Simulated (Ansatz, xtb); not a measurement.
Two isomers of C8H5F

Structure X: `C#Cc1ccc(F)cc1`, a singlet. Structure Y: `C#C/C=C1/C=CC(F)=C1`, a singlet. Both are isolated molecules in the gas phase, relaxed with r2SCAN-D4/def2-SVP.

Quicker runs give these differences E(Y) − E(X): GFN2-xTB +30.0 kcal/mol; HF/STO-3G +43.3 kcal/mol (at GFN2-xTB geometries); r2SCAN-D4/def2-SVP//GFN2-xTB +34.6 kcal/mol.

Task: Estimate E(Y) − E(X) at the level CCSD(T)/def2-SVP + ΔMP2/def2-TZVPP.

Result: Calculated at CCSD(T)/def2-SVP + ΔMP2/def2-TZVPP: E(Y) − E(X) = +32.4 kcal/mol, so structure X lies lower.

How the difference moves with the method:

| level | geometry | E(Y) − E(X) (kcal/mol) | departure from the last row (kcal/mol) | job, with rough time for the two |
| --- | --- | --- | --- | --- |
| GFN2-xTB | GFN2-xTB | +30.0 | −2.4 | optimisation, 0.14 s |
| HF/STO-3G | GFN2-xTB | +43.3 | +10.9 | single point, 0.44 s |
| r2SCAN-D4/def2-SVP//GFN2-xTB | GFN2-xTB | +34.6 | +2.3 | single point, 4.2 s |
| r2SCAN-D4/def2-SVP | r2SCAN-D4/def2-SVP | +34.3 | +1.9 | optimisation, 35 s |
| HF/def2-SVP | r2SCAN-D4/def2-SVP | +37.8 | +5.4 | part of the CCSD(T) run |
| MP2/def2-SVP | r2SCAN-D4/def2-SVP | +36.6 | +4.2 | part of the CCSD(T) run |
| CCSD(T)/def2-SVP | r2SCAN-D4/def2-SVP | +33.4 | +1.0 | single point |
| CCSD(T)/def2-SVP + ΔMP2/def2-TZVPP | r2SCAN-D4/def2-SVP | +32.4 |  | single point, 2.1 min |

As drawn, Y has 3 C–C, 3 C=C in place of 6 C∷C (∷ is an aromatic bond). Structure X has a 6-membered ring (with an aromatic ring), Y a 5-membered ring.

None of the levels shown reverses the order. The largest departure from CCSD(T)/def2-SVP + ΔMP2/def2-TZVPP is that of HF/STO-3G, 10.9 kcal/mol. The last row adds to CCSD(T) the change of the MP2 difference between the two basis sets, here −1.0 kcal/mol.

With thermal terms from frequencies at re-optimised GFN2-xTB minima (ideal gas, soft modes damped towards free rotors, one conformer each, 298.15 K, 1 atm): on the last row, ΔE + ΔZPE = +31.4, ΔH = +31.7, ΔG = +30.5 kcal/mol.

The correlated steps freeze 9 core orbitals. Run with Ansatz 0.2.0, xtb 6.7.1; the last row on 4 threads of Arm Neoverse V1 on a shared host.
